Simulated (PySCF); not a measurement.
PySCF input for BClH, SMILES [BH]Cl (connectivity only; charge and spin as stated), charge +1, multiplicity 1, EOM-CCSD/aug-cc-pVDZ. The structure is a stationary point at TPSSh-D3(BJ)/def2-TZVPD. The spin state was assumed, not searched. The isomer is the one that the SMILES or the coordinates give; other isomers of the formula were not compared.

```python
import numpy as np
from pyscf import gto, scf, dft, cc
from pyscf.cc import eom_rccsd

mol = gto.M(
    atom='''
    B     0.00000000    0.00000000    1.12766648
    Cl    0.00000000    0.00000000   -0.46697744
    H     0.00000000    0.00000000    2.30028409
    ''',
    basis='aug-cc-pVDZ',
    charge=1,
    spin=0,
    max_memory=1600,
    verbose=4,
)
mf = scf.RHF(mol)
mf.conv_tol = 1e-10
mf.max_cycle = 100
mf.kernel()
mycc = cc.CCSD(mf, frozen=6)
mycc.conv_tol = 1e-8
mycc.kernel()
mycc.solve_lambda()
dip = scf.hf.dip_moment(mol, mycc.make_rdm1(ao_repr=True))
res = {}
for name, solver, nroots, keep in (('singlet', eom_rccsd.EOMEESinglet, 9, 6), ('triplet', eom_rccsd.EOMEETriplet, 6, 3), ('IP', eom_rccsd.EOMIP, 6, 5), ('EA', eom_rccsd.EOMEA, 3, 2)):
    eom = solver(mycc)
    eom.max_cycle, eom.max_space = 200, 40
    e = eom.kernel(nroots=nroots)[0]
    res[name] = (e[:keep] * 27.211386245988, all(eom.converged[:keep]))
    print(name, 'roots / eV', res[name][0].round(3))
```

It prints:

```
PySCF version 2.14.0

[INPUT] verbose = 4
[INPUT] num. atoms = 3
[INPUT] num. electrons = 22
[INPUT] charge = 1
[INPUT] spin (= nelec alpha-beta = 2S) = 0
[INPUT] symmetry False subgroup None
[INPUT] Mole.unit = angstrom
[INPUT] Symbol           X                Y                Z      unit          X                Y                Z       unit  Magmom
[INPUT]  1 B      0.000000000000   0.000000000000   1.127666480000 AA    0.000000000000   0.000000000000   2.130980807052 Bohr   0.0
[INPUT]  2 Cl     0.000000000000   0.000000000000  -0.466977440000 AA    0.000000000000   0.000000000000  -0.882459467951 Bohr   0.0
[INPUT]  3 H      0.000000000000   0.000000000000   2.300284090000 AA    0.000000000000   0.000000000000   4.346906938794 Bohr   0.0

nuclear repulsion = 33.7142282965982
number of shells = 21
number of NR pGTOs = 96
number of NR cGTOs = 59
basis = aug-cc-pVDZ
ecp = {}


[settings echo left out]
init E= -485.007938487038
  HOMO = -0.49863670156062  LUMO = 0.0156756553559899  gap/eV = 13.99515
cycle= 1 E= -484.392504620791  delta_E= 0.615  |g|= 0.421  |ddm|= 1.56
  HOMO = -0.818963920351229  LUMO = -0.274360440201683  gap/eV = 14.81942
cycle= 2 E= -484.460388277063  delta_E= -0.0679  |g|= 0.174  |ddm|= 0.67
  HOMO = -0.80988951184531  LUMO = -0.203150896372867  gap/eV = 16.51020
cycle= 3 E= -484.469713221469  delta_E= -0.00932  |g|= 0.0376  |ddm|= 0.254
  HOMO = -0.794595382500638  LUMO = -0.194975155664675  gap/eV = 16.31650
cycle= 4 E= -484.47021867757  delta_E= -0.000505  |g|= 0.00706  |ddm|= 0.0711
  HOMO = -0.797353432832199  LUMO = -0.195508965760489  gap/eV = 16.37702
cycle= 5 E= -484.470241206269  delta_E= -2.25e-05  |g|= 0.00116  |ddm|= 0.0168
  HOMO = -0.797158479754526  LUMO = -0.195763955966046  gap/eV = 16.36478
cycle= 6 E= -484.470241820632  delta_E= -6.14e-07  |g|= 0.000161  |ddm|= 0.00277
  HOMO = -0.797184645721918  LUMO = -0.195781956106558  gap/eV = 16.36500
cycle= 7 E= -484.470241839265  delta_E= -1.86e-08  |g|= 4.61e-05  |ddm|= 0.000599
  HOMO = -0.797180374841159  LUMO = -0.195785624250993  gap/eV = 16.36478
cycle= 8 E= -484.470241841024  delta_E= -1.76e-09  |g|= 9.46e-06  |ddm|= 0.000152
  HOMO = -0.797180132697637  LUMO = -0.195785724631243  gap/eV = 16.36478
cycle= 9 E= -484.470241841105  delta_E= -8.05e-11  |g|= 6.01e-07  |ddm|= 3.67e-05
  HOMO = -0.797180037666741  LUMO = -0.195785709717213  gap/eV = 16.36477
Extra cycle  E= -484.470241841105  delta_E= -4.55e-13  |g|= 1.88e-07  |ddm|= 2.24e-06
converged SCF energy = -484.470241841105

******** <class 'pyscf.cc.ccsd.CCSD'> ********
CC2 = 0
CCSD nocc = 5, nmo = 53
frozen orbitals 6
max_cycle = 50
direct = 0
conv_tol = 1e-08
conv_tol_normt = 1e-05
diis_space = 6
diis_start_cycle = 0
diis_start_energy_diff = 1e+09
Init t2, MP2 energy = -484.676056626266  E_corr(MP2) -0.205814785160371
Init E_corr(CCSD) = -0.205814785160388
cycle = 1  E_corr(CCSD) = -0.219847920359353  dE = -0.0140331352  norm(t1,t2) = 0.0482421
cycle = 2  E_corr(CCSD) = -0.225730473701793  dE = -0.00588255334  norm(t1,t2) = 0.0152385
cycle = 3  E_corr(CCSD) = -0.226564879026342  dE = -0.000834405325  norm(t1,t2) = 0.00895065
cycle = 4  E_corr(CCSD) = -0.227830443254812  dE = -0.00126556423  norm(t1,t2) = 0.00384839
cycle = 5  E_corr(CCSD) = -0.22767637996369  dE = 0.000154063291  norm(t1,t2) = 0.000905833
cycle = 6  E_corr(CCSD) = -0.227681596499958  dE = -5.21653627e-06  norm(t1,t2) = 0.00012496
cycle = 7  E_corr(CCSD) = -0.227684964466767  dE = -3.36796681e-06  norm(t1,t2) = 3.52961e-05
cycle = 8  E_corr(CCSD) = -0.227685054767266  dE = -9.03004992e-08  norm(t1,t2) = 1.05973e-05
cycle = 9  E_corr(CCSD) = -0.227684730885085  dE = 3.23882182e-07  norm(t1,t2) = 3.34869e-06
cycle = 10  E_corr(CCSD) = -0.227684693382296  dE = 3.75027886e-08  norm(t1,t2) = 6.65799e-07
cycle = 11  E_corr(CCSD) = -0.227684688526329  dE = 4.85596752e-09  norm(t1,t2) = 1.73229e-07
CCSD converged
E(CCSD) = -484.6979265296317  E_corr = -0.2276846885263287
cycle = 1  norm(lambda1,lambda2) = 0.0212009
cycle = 2  norm(lambda1,lambda2) = 0.00457085
cycle = 3  norm(lambda1,lambda2) = 0.00294621
cycle = 4  norm(lambda1,lambda2) = 0.00138243
cycle = 5  norm(lambda1,lambda2) = 0.000229676
cycle = 6  norm(lambda1,lambda2) = 5.86906e-05
cycle = 7  norm(lambda1,lambda2) = 1.49707e-05
cycle = 8  norm(lambda1,lambda2) = 3.88691e-06

WARN: System has nonzero charge 1; the dipole moment is origin-dependent.
Location of origin: [0. 0. 0.]

Dipole moment(X, Y, Z, Debye): -0.00000, -0.00000,  3.05990

******** <class 'pyscf.cc.eom_rccsd.EOMEESinglet'> ********
max_space = 40
max_cycle = 200
conv_tol = 1e-08
partition = None
EOM-CCSD root 0 E = 0.2758840003278567  qpwt = 0.937323  conv = True
EOM-CCSD root 1 E = 0.2767251870863526  qpwt = 0.92819  conv = True
EOM-CCSD root 2 E = 0.2767252314041005  qpwt = 0.907218  conv = True
EOM-CCSD root 3 E = 0.3458531990902899  qpwt = 0.941725  conv = True
EOM-CCSD root 4 E = 0.3458532009236018  qpwt = 0.941725  conv = True
EOM-CCSD root 5 E = 0.3528203734012597  qpwt = 0.903932  conv = True
EOM-CCSD root 6 E = 0.4221622105025128  qpwt = 0.929179  conv = True
EOM-CCSD root 7 E = 0.422162214345303  qpwt = 0.929179  conv = True
EOM-CCSD root 8 E = 0.4613819141253169  qpwt = 0.923725  conv = True
singlet roots / eV [7.507 7.53  7.53  9.411 9.411 9.601]

******** <class 'pyscf.cc.eom_rccsd.EOMEETriplet'> ********
max_space = 40
max_cycle = 200
conv_tol = 1e-08
partition = None
EOM-CCSD root 0 E = 0.2422370141925976  qpwt = 0.947656  conv = True
EOM-CCSD root 1 E = 0.2611886838506996  qpwt = 0.939942  conv = True
EOM-CCSD root 2 E = 0.2611886841268802  qpwt = 0.939942  conv = True
EOM-CCSD root 3 E = 0.2754762428982458  qpwt = 0.928566  conv = True
EOM-CCSD root 4 E = 0.3126385245511025  qpwt = 0.954739  conv = True
EOM-CCSD root 5 E = 0.3126387023897493  qpwt = 0.954734  conv = True
triplet roots / eV [6.592 7.107 7.107]

******** <class 'pyscf.cc.eom_rccsd.EOMIP'> ********
max_space = 40
max_cycle = 200
conv_tol = 1e-08
partition = None
EOM-CCSD root 0 E = 0.7891261660746641  qpwt = 0.960815  conv = True
EOM-CCSD root 1 E = 0.7891261719700555  qpwt = 0.960815  conv = True
EOM-CCSD root 2 E = 0.8688640887557794  qpwt = 0.951157  conv = True
EOM-CCSD root 3 E = 0.9413175443800581  qpwt = 0.926704  conv = True
EOM-CCSD root 4 E = 1.163068984094636  qpwt = 1.10699e-29  conv = True
EOM-CCSD root 5 E = 1.166060449112313  qpwt = 3.49817e-14  conv = True
IP roots / eV [21.473 21.473 23.643 25.615 31.649]

******** <class 'pyscf.cc.eom_rccsd.EOMEA'> ********
max_space = 40
max_cycle = 200
conv_tol = 1e-08
partition = None
EOM-CCSD root 0 E = -0.2359254240244587  qpwt = 0.966374  conv = True
EOM-CCSD root 1 E = -0.2359254213396506  qpwt = 0.966374  conv = True
EOM-CCSD root 2 E = -0.1347419289592502  qpwt = 0.981444  conv = True
EA roots / eV [-6.42 -6.42]
```

The calculation finished and met its thresholds.

Cost: around 19 core-seconds (rough).
